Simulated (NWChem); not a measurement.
A series in which one site is exchanged, each optimised at PBE0/def2-SVP with NWChem, gas phase unless a solvent is named. For some, no frequency run checked for a minimum. def2 effective core potentials on Sn; no spin-orbit coupling.

A: [Cl][Sn]([Cl])([Cl])[Cl] (SnCl$_{4}$; site = Cl)
B: [Cl][SnH]([Cl])[Cl] (SnHCl3; site = H)
C: [Cl][Sn]([Cl])([Cl])[Br] (SnBrCl3; site = Br)
D: [F][Sn]([Cl])([Cl])[Cl] (SnCl3F; site = F)

**Question.** Rank them by static polarisability, PBE/def2-SVPD (bohr³), lowest first.

**Answer.** D (82.8), B (84.5), A (98.7), C (107.7)
